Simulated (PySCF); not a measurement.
Se(H)(OH) (H2OSe), SMILES O[SeH].

Geometry optimised at B3LYP-D3(BJ)/def2-TZVP.

All values below come from M06-2X/def2-TZVPD in PySCF.

Q: Estimate the frontier levels, gap, dipole moment and polarisability. (Estimate from the structure and the level; the computed values follow.)

A: 
```yaml
highest_occupied_level: -8.15 eV
lowest_empty_level: -0.75 eV
orbital_gap: 7.40 eV
dipole_moment: 1.55 D
quadrupole, principal values (traceless, Buckingham form, about the centre of nuclear charge): -5.39, 0.85, 4.54 D·Å
mean_static_polarisability: 35.0 bohr³ (5.18 Å³)
polarisability_principal_values: 32.7, 33.0, 39.2 bohr³
```
